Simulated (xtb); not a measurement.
C2H7AlO2Si, SMILES [CH](=C\[SiH3])/[Al]([OH])[OH]. All values are semi-empirical tight-binding results from xtb (GFN2-xTB unless named), good for trends rather than for accurate numbers. Geometry optimised at GFN2-xTB. The structure was generated by enumeration; whether it is a known compound was not checked. The values are those of a single conformer.

For metal compounds this method's bond lengths and energies can be far off.

```yaml
point_group_as_xtb_finds_it: Cs
orbital_gap: 3.48 eV
zero_point_energy: 50.4 kcal/mol
G − E(el) at 298.15 K (modified RRHO): 27.9 kcal/mol
```
